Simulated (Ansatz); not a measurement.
Conformers of `O[SiH2]S[SiH](Cl)Cl`, each relaxed with PBE0-D4/def2-TZVP in Ansatz. CBS adds the triple-zeta coupled-cluster correction to the MP2 limit.

Not all of them had a frequency check.

Conformer A:

Z-matrix (Å, degrees):
```
Si
S 1 2.156
O 1 1.633 2 112.9
H 1 1.486 2 106.7 3 -123.6
H 1 1.475 2 106.1 3 116.5
Si 2 2.103 1 96.4 3 88.5
H 3 0.960 1 116.9 2 -60.0
Cl 6 2.060 2 111.2 1 -53.7
Cl 6 2.035 2 108.1 1 -173.0
H 6 1.473 2 113.6 1 66.0
```

Conformer B:

Z-matrix (Å, degrees):
```
Si
S 1 2.148
O 1 1.637 2 112.1
H 1 1.477 2 111.1 3 -117.2
H 1 1.483 2 103.2 3 122.9
Si 2 2.113 1 96.9 3 51.1
H 3 0.959 1 118.5 2 47.1
Cl 6 2.037 2 108.1 1 155.1
Cl 6 2.046 2 111.4 1 -86.3
H 6 1.474 2 112.0 1 34.5
```

Task: Which is lowest in electronic energy at CCSD(T)/CBS (frozen core, def2 sets), and by how much? (An estimate is asked.)

Result: The calculation gave: A; B lies 3.9 kJ/mol higher.

Task: Give the energies relative to A (kJ/mol) with ωB97X-V/def2-TZVPP, ωB97M-V/def2-TZVPP, B2PLYP/def2-TZVPP, MP2/def2-TZVPP, SCS-MP2/def2-TZVPP, HF/def2-QZVPP, CCSD/CBS(def2). (An estimate is asked.)

Result: Computed: 
```json
{"level": "ωB97X-V/def2-TZVPP", "B": "2.9"}
{"level": "ωB97M-V/def2-TZVPP", "B": "3.7"}
{"level": "B2PLYP/def2-TZVPP", "B": "2.7"}
{"level": "MP2/def2-TZVPP", "B": "3.6"}
{"level": "SCS-MP2/def2-TZVPP", "B": "2.8"}
{"level": "HF/def2-QZVPP", "B": "0.3"}
{"level": "CCSD/CBS(def2)", "B": "3.3"}
```
